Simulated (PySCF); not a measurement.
Si(Cl)2(F)(GeH3) (Cl2FGeH3Si), SMILES F[Si](Cl)(Cl)[GeH3]. Coordinates come from a PBE-D3(BJ)/def2-SVP optimisation.

Computed equilibrium geometry at PBE-D3(BJ)/def2-SVP (PySCF confirms it by a frequency run) as bond lengths and angles, and its point group:
point group Cs.
Atoms: F1 Si2 Cl3 Cl4 Ge5 H6 H7 H8. Bonds (Å): F1–Si2 1.633, Si2–Cl3 2.068, Si2–Cl4 2.068, Si2–Ge5 2.376, Ge5–H6 1.548, Ge5–H7 1.548, Ge5–H8 1.547. Angles (°): F1–Si2–Cl3 107.3, F1–Si2–Cl4 107.3, F1–Si2–Ge5 110.7, Cl3–Si2–Cl4 109.1, Cl3–Si2–Ge5 111.2, Cl4–Si2–Ge5 111.2, Si2–Ge5–H6 109.5, Si2–Ge5–H7 109.5, Si2–Ge5–H8 108.3, H6–Ge5–H7 110.0, H6–Ge5–H8 109.8, H7–Ge5–H8 109.8.
Charge 0, spin multiplicity 1.
